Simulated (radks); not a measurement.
Values are calculated unless marked as measured or tabulated.
All-electron atom: Nb in [Kr] 4d4 5s1.

Level of theory: scalar-relativistic Kohn-Sham, r2SCAN, spin-polarised, spherical densities, finite nucleus; open shells are filled with parallel spins first (spin-orbit coupling, left out, can overturn this in heavy ions); meta-GGA in the generalised Kohn-Sham scheme; Fermi nuclear charge, rms radius 4.324 fm (a radial shooting solver on a logarithmic mesh with Libxc functionals).

Energy parts (Ry):
| part | energy |
|---|---|
| total | -7640.53803 |
| kinetic | 7867.08505 |
| electron-nucleus | -18408.41131 |
| Hartree | 3139.34544 |
| exchange-correlation | -238.55720 |

Orbitals (lengths in bohr, moments of r in powers of bohr; <r^-3> diverges for s and p1/2; r(max) is where P^2 peaks):
orbital  occ.  eigenvalue (Ry)  <r^-3>     <r^2>   r(max)
1s down     1        -1385.442       -  0.001758  0.02349
1s up       1        -1385.441       -  0.001758  0.02349
2s up       1        -194.6282       -   0.02941   0.1331
2s down     1        -194.5945       -   0.02941   0.1331
2p up       3        -173.5940    2347   0.02319   0.1065
2p down     3        -173.5700    2347   0.02319   0.1065
3s up       1        -32.82020       -    0.2240   0.3949
3s down     1        -32.80782       -    0.2240   0.3950
3p up       3        -25.87728   385.1    0.2307   0.3890
3p down     3        -25.86164   384.7    0.2307   0.3891
3d up       5        -14.56908   50.41    0.2262   0.3355
3d down     5        -14.54035   50.38    0.2260   0.3357
4s up       1         -4.44896       -     1.552    1.037
4s down     1         -4.27421       -     1.521    1.030
4p up       3         -2.65857   50.14     1.991    1.129
4p down     3         -2.45120   52.40     1.921    1.119
5s up       1         -0.34840       -     14.50    3.016
4d up       4         -0.28303   2.791     5.894    1.507

The highest occupied level is 4d up at -3.851 eV. The density falls to 0.001 e/bohr^3 at r = 4.75 bohr. Summed over all electrons, <r^2> = 57.18 bohr^2, which gives a Langevin (diamagnetic) susceptibility term of -45.3 x 10^-6 cm^3/mol. The electron density at the nucleus is 8.402e+04 e/bohr^3 (large components only). Spin moment in Bohr magnetons: 5. For comparison, the ionisation energy in NIST's Atomic Spectra Database is 6.759 eV (measured). In exact Kohn-Sham theory the highest level is minus the ionisation energy, but local and semilocal functionals leave it too shallow, through self-interaction and a potential that decays too fast; potentials with the right tail come closer.
